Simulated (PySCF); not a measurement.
Molecule: C6H12, charge 0, multiplicity 1. SMILES: C=C(C)CCC
Structure (B3LYP-D3(BJ)/def2-TZVP (Ansatz) minimum search):
```xyz
18

C      2.6686    -0.0738    -0.6135
C      1.1755     0.2182    -0.7266
C      0.3894    -0.2751     0.4955
C     -1.0844     0.0318     0.4429
C     -1.6512     0.8776     1.2995
C     -1.8789    -0.6650    -0.6257
H      3.0978     0.4090     0.2676
H      3.2124     0.2862    -1.4888
H      2.8534    -1.1471    -0.5243
H      0.7824    -0.2492    -1.6330
H      1.0139     1.2943    -0.8384
H      0.5281    -1.3598     0.5829
H      0.8190     0.1697     1.3966
H     -2.7102     1.1023     1.2605
H     -1.0737     1.3727     2.0708
H     -2.9397    -0.4271    -0.5542
H     -1.7622    -1.7503    -0.5484
H     -1.5351    -0.3834    -1.6243
```
Charge 0, spin multiplicity 1.

Dispersion corrections to the total energy (kcal/mol) from the dftd3 and dftd4 libraries through PySCF: D3(BJ) without and D4 with the three-body term, each with the damping fitted for the functional named.

```csv
functional,D3(BJ),D4
TPSSh,-10.09,-10.11
TPSS,…,-11.06
BLYP,-18.11,…
PBE0,-7.59,…
revPBE,-22.71,-27.85
LC-wPBE,-8.03,-8.99
HSE06,-5.58,-6.38
```

Fill in the missing entries.


- TPSS, D3(BJ): -11.03
- BLYP, D4: -18.12
- PBE0, D4: -6.92
